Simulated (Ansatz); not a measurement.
Mg8O8⁻ (started as a model of: 2x2x4 MgO rock-salt block). Charge -1, multiplicity 2. Geometry r2SCAN-D4/def2-SVP, that of the neutral singlet; atoms count from 1.

```xyz
16

Mg   -0.673   -3.082   -0.255
O    -0.613   -1.485    0.829
Mg   -0.450    0.246    1.680
O    -0.300    1.984    2.583
O    -1.547   -2.259   -1.789
Mg   -1.431   -0.526   -0.872
O    -1.359    1.191    0.019
Mg   -1.022    2.829    0.983
O     1.128   -2.910   -0.978
Mg    1.292   -1.189   -0.046
O     1.496    0.496    0.885
Mg    1.432    2.232    1.727
Mg    0.263   -1.980   -2.455
O     0.476   -0.202   -1.732
Mg    0.589    1.469   -0.762
O     0.719    3.185    0.184
```

The highest occupied level of the charge -1 doublet lies above zero (up to 0.26 eV). By energy differences its removal costs 0.72 eV (vertical, to the charge 0 singlet, at PBE0-D4/def2-SVP); self-interaction error and the lack of diffuse functions both raise the level.

(1) Estimate the Mulliken populations from the PBE0/def2-SVP orbitals of Ansatz.

(2) Where does the spin sit?

(3) And the Mayer bond orders between bonded heavy atoms (over 0.3)?

Answers

(1) 
```csv
atom,charge (e),spin (α − β)
Mg1,0.55,0.27
O2,-0.90,-0.01
Mg3,0.94,0.00
O4,-0.84,-0.02
O5,-0.84,-0.02
Mg6,0.94,0.00
O7,-0.90,-0.01
Mg8,0.55,0.27
O9,-0.84,-0.02
Mg10,0.94,0.00
O11,-0.90,-0.01
Mg12,0.55,0.27
Mg13,0.55,0.27
O14,-0.90,-0.01
Mg15,0.94,0.00
O16,-0.84,-0.02
```
Mulliken values and Mayer orders depend strongly on the basis.

(2) Summed by element: Mg 1.10, O -0.10, of 1 unpaired in all. Largest on single atoms: Mg12 0.27, Mg13 0.27, Mg1 0.27.

(3) Mg1–O2 0.63 (1.93 Å); Mg1–O5 0.65 (1.95 Å); Mg1–O9 0.65 (1.95 Å); O2–Mg3 0.58 (1.94 Å); O2–Mg6 0.32 (2.12 Å); O2–Mg10 0.32 (2.12 Å); Mg3–O4 0.60 (1.96 Å); Mg3–O7 0.32 (2.12 Å); Mg3–O11 0.32 (2.12 Å); O4–Mg8 0.65 (1.95 Å); O4–Mg12 0.65 (1.95 Å); O5–Mg6 0.60 (1.96 Å); O5–Mg13 0.65 (1.95 Å); Mg6–O7 0.58 (1.94 Å); Mg6–O14 0.32 (2.12 Å); O7–Mg8 0.63 (1.93 Å); O7–Mg15 0.32 (2.12 Å); Mg8–O16 0.65 (1.95 Å); O9–Mg10 0.60 (1.96 Å); O9–Mg13 0.65 (1.95 Å); Mg10–O11 0.58 (1.94 Å); Mg10–O14 0.32 (2.12 Å); O11–Mg12 0.63 (1.93 Å); O11–Mg15 0.32 (2.12 Å); Mg12–O16 0.65 (1.95 Å); Mg13–O14 0.63 (1.93 Å); O14–Mg15 0.58 (1.94 Å); Mg15–O16 0.60 (1.96 Å).
